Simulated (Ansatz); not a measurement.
Basis-set extrapolation for C$_{3}$H$_{6}$Si, SMILES `C=C1C[SiH2]1` (PBE0-D4/def2-TZVP geometry, frozen core, the Gaussian-basis code of Ansatz). Multiplicity 1, RHF reference.

```
                      def2-TZVPP   def2-QZVPP
                 HF  -405.997778  -406.011926
    MP2 correlation    -0.611461    -0.650942
CCSD(T) correlation    -0.681916      not run
```

Energies in hartree. Use E(X) = E(∞) + A·exp(−7.88·√X) for Hartree–Fock and E(X) = E(∞) + B·X^(−2.97) for correlation, with X = 3 and 4, and add CCSD(T) minus MP2 of the smaller set to the MP2 limit.

**Question.** What is the CCSD(T) energy at the basis-set limit?

**Answer.** HF limit: -406.011926 + (-0.014148) × 0.13774 = -406.01387. MP2 limit: -0.650942 + (-0.039481) × 0.74074 = -0.68019. Higher-order term: -0.681916 − (-0.611461) = -0.07045. Total: -406.76451 hartree, 222.7 kJ/mol below CCSD(T)/def2-TZVPP.
